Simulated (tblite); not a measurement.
Run record: tight-binding relaxation, `[F][Ge@H]1[CH2]C(=C[CH2]1)CC(=O)C`.

Computed with GFN2-xTB geometry optimisation, gas phase (tblite 0.8.0). Start geometry: from a force field or distance geometry. The input is one job of a driver script: a line of settings, then coordinates in Å.

Command:
```bash
OMP_NUM_THREADS=1 python probes_run.py task.json out
```

Input:
```
{"job": {"kind": "relax", "xc": "GFN2-xTB", "basis": "xTB"}, "charge": 0, "multiplicity": 1}
C     -2.006600     1.100100    -2.240300
C     -1.885000     0.138200    -1.112600
O     -2.691600     0.154500    -0.194800
C     -0.753600    -0.854900    -1.061700
C      0.221800    -0.502700     0.042900
C      1.024800     0.570900    -0.082100
C      1.983900     0.891400     1.026400
Ge     1.674900    -0.471500     2.355700
F      0.973100     0.203600     3.810500
C      0.320000    -1.341400     1.281300
H     -1.195200     0.979900    -2.976100
H     -2.987000     0.933500    -2.754800
H     -1.991600     2.142100    -1.836100
H     -0.212300    -0.909700    -2.028100
H     -1.181300    -1.863700    -0.865000
H      0.994400     1.206500    -0.948700
H      3.030500     0.839100     0.667600
H      1.762800     1.885500     1.451600
H      2.907400    -1.367200     2.615100
H      0.650800    -2.369900     1.028100
H     -0.649200    -1.347300     1.820400
```

Output:
```
step      E/eV     max force
  0    -852.03417    1.889
  1    -852.13851    1.889
  2    -852.19200    0.537
  3    -852.22048    0.493
  4    -852.28522    0.496
  5    -852.31049    0.352
  6    -852.33652    0.316
  7    -852.35245    0.310
  8    -852.36386    0.225
  9    -852.37005    0.204
... (199 lines left out)
209    -852.54155    0.035
210    -852.54174    0.035
211    -852.54188    0.026
212    -852.54197    0.019
213    -852.54205    0.016
214    -852.54210    0.017
215    -852.54214    0.018
216    -852.54217    0.018
217    -852.54220    0.011
218    -852.54222    0.010
```

«max force» is the largest atomic force in eV/Å.

Question: From which step on does the largest force stay under 0.1 eV/Å, and how much energy is left to gain from there?

Answer: From step 202 (0.074 eV/Å), 2.1 meV above the end.

In short: energy lowered by 11.7 kcal/mol over 218 steps; largest atomic force 0.010 eV/Å at the end.

Question: Give the final coordinates.

Answer: 1.253 Å rms from the input after alignment:
```
atom  x, y, z in Å
C1    -2.0066    1.1305   -0.8902
C2    -1.9886   -0.3555   -1.1150
O3    -2.9724   -1.0464   -1.0563
C4    -0.6120   -0.9344   -1.4209
C5     0.3721   -0.5733   -0.3488
C6     1.4361    0.1977   -0.5542
C7     2.3520    0.5737    0.5726
Ge8    1.2584    0.0426    2.1526
F9     0.3087    1.4679    2.6088
C10    0.0809   -1.1032    1.0302
H11   -1.3975    1.3754   -0.0206
H12   -1.5788    1.6424   -1.7492
H13   -3.0249    1.4729   -0.7257
H14   -0.2799   -0.5394   -2.3832
H15   -0.7097   -2.0201   -1.4994
H16    1.6648    0.5849   -1.5373
H17    3.2856    0.0131    0.5224
H18    2.6041    1.6333    0.5361
H19    1.8133   -0.3532    3.5106
H20    0.3670   -2.1528    1.1031
H21   -0.9818   -1.0392    1.2642
```

Hardware: Arm Neoverse V1, one thread, on a shared host. Cost: 2.1 s of wall time.
Labels such as C1 count atoms from 1, the log's own numbers from 0.
